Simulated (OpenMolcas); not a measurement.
# N⁺: Slater's ratio, thermal populations, worked from levels

```json
{
 "Program": "OpenMolcas 26.06",
 "Basis": "ANO-R3 [4s4p2d1f]",
 "Scalar Hamiltonian": "X2C, finite nucleus",
 "Active space": "4 electrons in 4 orbitals (2s 2p)",
 "State averaging": "2S+1 = 3 even, 6 roots; 2S+1 = 1 even, 6 roots; 2S+1 = 5 odd, 1 root; 2S+1 = 3 odd, 9 roots; 2S+1 = 1 odd, 8 roots",
 "Spin-orbit coupling": "RASSI with atomic mean-field integrals over the reference wave functions, term energies averaged over their components"
}
```

Methods: CASSCF; MS-CASPT2, IPEA 0.25 Eh, imaginary shift 0.1 Eh (closed shells correlated: 1s). Measured levels: NIST Handbook of Basic Atomic Spectroscopic Data.

**Slater's ratio.** With one set of orbitals, p2 has ¹D - ³P = 6 F2 and ¹S - ¹D = 9 F2 (F2 = F²/25), a ratio of 3/2. Term energies are centres of gravity, weighted by 2J + 1.

```tsv
Source	¹D - ³P	¹S - ³P	F2 from the first	Ratio
CASSCF	17409	30582	2902	0.757
MS-CASPT2	15199	31701	2533	1.086
measured	15227	32600	2538	1.141
```

Energies in cm-1. A ratio away from 3/2 shows effects beyond one configuration with one set of orbitals, and in heavier atoms second-order spin-orbit shifts. In CASSCF the valence s occupation is 1.86 in ¹S against 1.96 in ¹D: mixing out of s² acts most on ¹S and pulls it down.

**Thermal populations.** Z = Σ (2J + 1) exp(-E/kT) with k = 0.695035 cm-1/K, over the levels below. No other level of either list lies under 90000 cm-1, which is above 7 kT at each temperature.

```tsv
Level	2J + 1	MS-CASPT2	measured
2s² 2p² ³P₀	1	0.0	0.0
2s² 2p² ³P₁	3	44.4	48.7
2s² 2p² ³P₂	5	132	131
2s² 2p² ¹D₂	5	15290	15316
2s² 2p² ¹S₀	1	31790	32689
2s 2p³ ⁵S°₂	5	44160	46785
```

```json
{"T (K)": "5000", "Z, MS-CASPT2": "8.837", "Z, measured levels": "8.834", "Ground level (%), MS-CASPT2": "11.3", "Ground level (%), measured levels": "11.3"}
{"T (K)": "8000", "Z, MS-CASPT2": "9.184", "Z, measured levels": "9.180", "Ground level (%), MS-CASPT2": "10.9", "Ground level (%), measured levels": "10.9"}
{"T (K)": "12000", "Z, MS-CASPT2": "9.752", "Z, measured levels": "9.740", "Ground level (%), MS-CASPT2": "10.3", "Ground level (%), measured levels": "10.3"}
```

At 12000 K, kT = 8340 cm-1, and the computed levels give Z = 1.000 + 2.984 + 4.921 + 0.799 + 0.022 + 0.025 = 9.752.

CASPT2 breaks the degeneracy within a term, and the mean is taken; among the terms shown or strongly mixed into the levels shown the widest spread is 37 cm-1 (2s² 2p² ¹D, MS-CASPT2). Without dynamic correlation excited terms often stand tens of per cent too high (terms of higher spin than the ground term too low), and those without a measured partner can miss by more than the paired ones (holds for CASSCF). Measured partners are found by configuration, term and J. A level has none where our copy of the source lacks it or the pairing is in doubt (some pairs that miss far off the trend of their configuration count as doubtful), and it then counts in no deviation. Only configurations of the active space appear.

° marks odd parity.
